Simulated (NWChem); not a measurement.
System: RbF anion, doublet; SMILES of the neutral closed-shell parent [F][Rb]

NWChem input:

```
start job
memory heap 200 mb stack 900 mb global 1100 mb
charge -1
geometry units angstroms noautoz
  Rb     0.000000     0.000000    -0.213639
  F      0.000000     0.000000     2.257957
end
basis spherical
  * library def2-svpd
end
ecp
  Rb library def2-ecp
end
dft
  odft
  mult 2
  xc pw6b95
  iterations 150
  mulliken
end
task dft energy
```

Output (shortened):

```
             Northwest Computational Chemistry Package (NWChem) 7.3.0
             --------------------------------------------------------

 ORDER OF PRIMARY AXIS IS BEING SET TO 4
 C4V symmetry detected

                             Geometry "geometry" -> ""
                             -------------------------

 Output coordinates in angstroms (scale by  1.889725989 to convert to a.u.)

  No.       Tag          Charge          X              Y              Z
 ---- ---------------- ---------- -------------- -------------- --------------
    1 Rb                  37.0000     0.00000000     0.00000000    -0.48357313
    2 F                    9.0000     0.00000000     0.00000000     1.98802287

 Effective nuclear repulsion energy (a.u.)      71.2964513282

      Symmetry information
      --------------------

 Group name             C4v
 Group number             18
 Group order               8
 No. of unique centers     2

                                 NWChem DFT Module
                                 -----------------

 Summary of "ao basis" -> "ao basis" (spherical)
 ------------------------------------------------------------------------------
       Tag                 Description            Shells   Functions and Types
 ---------------- ------------------------------  ------  ---------------------
 Rb                        def2-svpd                11       27   5s4p2d
 F                         def2-svpd                 9       23   4s3p2d

      Symmetry analysis of basis
      --------------------------

        a1         20
        a2          0
        b1          4
        b2          4
        e          22

            General Information
            -------------------
          SCF calculation type: DFT
          Wavefunction type:  spin polarized.
          No. of atoms     :     2
          No. of electrons :    19
           Alpha electrons :    10
            Beta electrons :     9
          Charge           :    -1
          Spin multiplicity:     2
          Use of symmetry is: on ; symmetry adaption is: on
          Maximum number of iterations: 150
          AO basis - number of functions:    50
                     number of shells:    20
          Convergence on energy requested:  1.00D-06
          Convergence on density requested:  1.00D-05
          Convergence on gradient requested:  5.00D-04

              XC Information
              --------------
                       PW6B95 Method XC Functional
                     Hartree-Fock (Exact) Exchange  0.280
                    PW6B95 GGA Exchange Functional  0.720
                      PW6B95 Correlation Potential  1.000

             Grid Information
             ----------------
          Grid used for XC integration:  medium
          Radial quadrature: Mura-Knowles
          Angular quadrature: Lebedev.
          Tag              B.-S. Rad. Rad. Pts. Rad. Cut. Ang. Pts.
          ---              ---------- --------- --------- ---------
          Rb                  2.35      123          24.0       590
          F                   0.50       49          13.0       434
          Grid pruning is: on
          Number of quadrature shells:   172
          Spatial weights used:  Erf1

      Superposition of Atomic Density Guess
      -------------------------------------

 Sum of atomic energies:        -126.76336584

 Renormalizing density from      18.00 to     19

      Non-variational initial energy
      ------------------------------

 Total energy =    -126.287100
 1-e energy   =    -224.663921
 2-e energy   =      81.034441
 HOMO         =       0.071609
 LUMO         =       0.071609

 !!!!!!!!!!!!!!!!!!!!!!!!!!!!!!!!!!!!!!!!!!!!!!!!!!!!!!!!!!!!!!!!!!!!!!
 Warning - the HOMO and LUMO are degenerate and you are using symmetry.
 This can lead to non-variational energies and poor convergence.
 Modify the initial guess, or use an open-shell wavefunction, or turn
 off symmetry.
 !!!!!!!!!!!!!!!!!!!!!!!!!!!!!!!!!!!!!!!!!!!!!!!!!!!!!!!!!!!!!!!!!!!!!!

   Symmetry analysis of molecular orbitals - initial alpha
   -------------------------------------------------------

 !! scf_movecs_sym_adapt:    8 vectors were symmetry contaminated

  Symmetry fudging

 !! scf_movecs_sym_adapt:    8 vectors were symmetry contaminated

  Numbering of irreducible representations:

     1 a1          2 a2          3 b1          4 b2          5 e

  Orbital symmetries:

     1 a1          2 a1          3 a1          4 e           5 e
     6 a1          7 e           8 e           9 a1         10 e
    11 e          12 a1         13 a1         14 e          15 e
    16 a1         17 a1         18 b1         19 b2         20 e

   Symmetry analysis of molecular orbitals - initial beta
   ------------------------------------------------------

 !! scf_movecs_sym_adapt:    8 vectors were symmetry contaminated

  Symmetry fudging

 !! scf_movecs_sym_adapt:    8 vectors were symmetry contaminated

  Numbering of irreducible representations:

     1 a1          2 a2          3 b1          4 b2          5 e

  Orbital symmetries:

     1 a1          2 a1          3 a1          4 e           5 e
     6 a1          7 e           8 e           9 a1         10 e
    11 e          12 a1         13 a1         14 e          15 e
    16 a1         17 a1         18 b1         19 b2         20 e

     ---------------------------------------------
      Total Density - Mulliken Population Analysis
     ---------------------------------------------

    Atom       Charge   Shell Charges
 -----------   ------   -------------------------------------------------------
    1 Rb   9     9.04   0.54  0.64  0.81  0.02 -0.00  4.96  1.03 -0.07  1.08  0.03 -0.00
    2 F    9     9.96   1.99  1.06  0.91  0.03  3.11  2.48  0.39  0.00  0.00

     --------------------------------------------
      Spin Density - Mulliken Population Analysis
     --------------------------------------------

    Atom       Charge   Shell Charges
 -----------   ------   -------------------------------------------------------
    1 Rb   9     1.00   0.00  0.00  0.00  0.00  0.00  0.00 -0.00 -0.08  1.08  0.00  0.00
    2 F    9     0.00   0.00  0.00 -0.00  0.00  0.00  0.00  0.00  0.00 -0.00

   convergence    iter        energy       DeltaE   RMS-Dens  Diis-err
 ---------------- ----- ----------------- --------- --------- ---------
 d= 0,ls=0.0,diis     1   -123.9596472999 -1.41D+02  2.76D-02  1.11D-01
                                                     6.48D-03  1.11D-01
 d= 0,ls=0.0,diis     2   -123.9868625103 -2.72D-02  1.32D-02  9.40D-02
                                                     3.28D-03  9.20D-02
 d= 0,ls=0.0,diis     3   -124.0189744647 -3.21D-02  6.93D-03  1.73D-02
                                                     1.10D-03  1.67D-02
 d= 0,ls=0.0,diis     4   -124.0272247831 -8.25D-03  5.22D-03  3.16D-04
                                                     2.43D-04  1.93D-04
 d= 0,ls=0.0,diis     5   -124.0281860170 -9.61D-04  1.90D-03  2.00D-05
                                                     7.31D-05  4.83D-06
  Resetting Diis
 d= 0,ls=0.0,diis     6   -124.0283274102 -1.41D-04  4.61D-04  1.29D-06
                                                     2.46D-05  3.77D-07
 d= 0,ls=0.0,diis     7   -124.0283386661 -1.13D-05  1.65D-04  1.21D-07
                                                     4.41D-06  2.79D-08
 d= 0,ls=0.0,diis     8   -124.0283397370 -1.07D-06  6.12D-05  3.52D-08
                                                     2.33D-06  1.42D-08
 d= 0,ls=0.0,diis     9   -124.0283399503 -2.13D-07  4.46D-05  1.73D-08
                                                     1.36D-06  1.11D-08
 d= 0,ls=0.0,diis    10   -124.0283400492 -9.89D-08  4.04D-05  6.37D-09
                                                     6.17D-07  4.27D-09
 d= 0,ls=0.0,diis    11   -124.0283400800 -3.09D-08  2.87D-06  2.82D-11
                                                     7.20D-08  1.02D-11

         Total DFT energy =     -124.028340080028
      One electron energy =     -218.335226715685
           Coulomb energy =       91.424928583961
    Exchange-Corr. energy =      -14.460422001102
 Nuclear repulsion energy =       17.342380052798

 Numeric. integr. density =       19.000064615358

                  Occupations of the irreducible representations
                  ----------------------------------------------

                     irrep           alpha         beta
                     --------     --------     --------
                     a1                6.0          5.0
                     a2                0.0          0.0
                     b1                0.0          0.0
                     b2                0.0          0.0
                     e                 4.0          4.0

                    DFT Final Alpha Molecular Orbital Analysis
                    ------------------------------------------

 Vector    8  Occ=1.000000D+00  E=-1.183017D-01  Symmetry=e
              MO Center= -8.1D-17,  1.5D-18,  2.0D+00, r^2= 6.8D-01
   Bfn.  Coefficient  Atom+Function         Bfn.  Coefficient  Atom+Function
  ----- ------------  ---------------      ----- ------------  ---------------
    33      0.617130  2 F  py                36     -0.411014  2 F  py
    39     -0.176138  2 F  py                32      0.152093  2 F  px
    35     -0.101296  2 F  px                 7      0.049567  1 Rb py
    38     -0.043410  2 F  px                19     -0.029781  1 Rb d -1

[...]
```

Level: PW6B95/def2-SVPD with def2 effective core potentials on Rb, spin-unrestricted. The geometry was optimised at B3LYP/def2-SVPD, spin-unrestricted. This spin state was assumed; another may lie lower. No stability test was run on the SCF state. The highest occupied level is positive, so the extra electron may be held by the finite basis. def2 effective core potentials on Rb; no spin-orbit coupling.
